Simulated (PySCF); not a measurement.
[Hf(H)4] (charge 0, multiplicity 1)

These are TPSSh-D3(BJ)/def2-TZVP // r2SCAN-D4/def2-SVP run with PySCF values and carry that method's errors.

The HOMO is -7.89 eV. The dipole moment comes out as 0.000 e·Å and the LUMO is -2.47 eV. The HOMO–LUMO gap comes out as 5.42 eV and the charge on the central atom (Mulliken) comes out as 0.84 e. The total energy is -50.3366 Ha and the cost comes out as around 8 core-seconds (rough).

Bonds (Å): Hf1–H2 1.847, Hf1–H3 1.847, Hf1–H4 1.847, Hf1–H5 1.847. Bond angles (°): H2–Hf1–H3 109.5, H2–Hf1–H4 109.5, H2–Hf1–H5 109.5, H3–Hf1–H4 109.5, H3–Hf1–H5 109.5, H4–Hf1–H5 109.5.
